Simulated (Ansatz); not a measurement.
System: C4H2FO, charge 0, multiplicity 2. It need not be the lowest isomer of its formula. 
Structure (B3LYP-D3(BJ)/def2-TZVP (Ansatz, a quantum-chemistry and plane-wave program) minimum search):
SMILES: [c]1c(F)occ1
```xyz
8

F      1.9972     0.0703     0.0977
C      0.6981    -0.1103     0.0517
C     -0.0973    -1.1862     0.1494
C     -1.4460    -0.7485     0.0202
C     -1.3575     0.5947    -0.1502
O     -0.0413     1.0039    -0.1331
H     -2.3454    -1.3382     0.0489
H     -2.0825     1.3753    -0.2907
```
Charge 0, spin multiplicity 2.

Basis-set convergence of Hartree-Fock and MP2 correlation energies (hartree) with Ansatz. Correlated levels leave the core frozen unless marked. UHF or UKS for open shells. No spin-orbit coupling. Non-relativistic.

The UHF reference is spin-contaminated (<S^2> 0.30 over the pure value in the largest basis). 

```json
[
 {"basis": "cc-pVDZ", "functions": "94", "E(HF)": "-326.83791", "E(corr, MP2)": "-0.82894"},
 {"basis": "cc-pVTZ", "functions": "208", "E(HF)": "-326.93405", "E(corr, MP2)": "-1.04484"},
 {"basis": "cc-pVQZ", "functions": "390", "E(HF)": "-326.95748", "E(corr, MP2)": "-1.12366"}
]
```

Extrapolating the two largest sets (X = 3 and 4) as X^-3: E(corr) = (64·(-1.12366) - 27·(-1.04484))/37 = -1.1812 Eh, an estimate of the basis-set limit. The largest set recovers 95.1 % of it, the smallest 70.2 %.
